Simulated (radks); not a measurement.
Results of a calculation; reference values are marked as such.
Species: neutral germanium. Configuration: [Ar] 3d10 4s2 4p2.

Level of theory: scalar-relativistic Kohn-Sham, Slater X-alpha with alpha = 0.934, spin-unpolarised, spherical densities, finite nucleus; Fermi nuclear charge, rms radius 4.0742 fm (a radial shooting solver on a logarithmic mesh with Libxc functionals).

Energy parts (hartree):
| part | energy |
|---|---|
| total | -2122.78833 |
| kinetic | 2162.50326 |
| electron-nucleus | -5099.49668 |
| Hartree | 918.80431 |
| exchange | -104.59922 |

Orbitals (lengths in bohr, moments of r in powers of bohr; <r^-3> diverges for s and p1/2; r(max) is where P^2 peaks; r(90%) holds 90 % of the orbital's charge):
orbital  occ.  eigenvalue (hartree)     <r^2>   r(max)  <r^-3>  r(90%)
1s          2             -405.8220  0.002961  0.03069       -  0.0838
2s          2             -51.26722   0.05155   0.1753       -   0.323
2p          6             -45.03948   0.04077   0.1403    1013   0.298
3s          2              -6.46201    0.4415   0.5388       -   0.925
3p          6              -4.52200    0.4793   0.5377   138.9   0.980
3d         10              -1.30369    0.6414   0.4942   15.13    1.20
4s          2              -0.49064     4.785    1.689       -    3.07
4p          2              -0.18043     8.504    2.097   7.156    4.19

The highest occupied level is 4p at -4.910 eV. The density falls to 0.001 e/bohr^3 at r = 4.30 bohr.
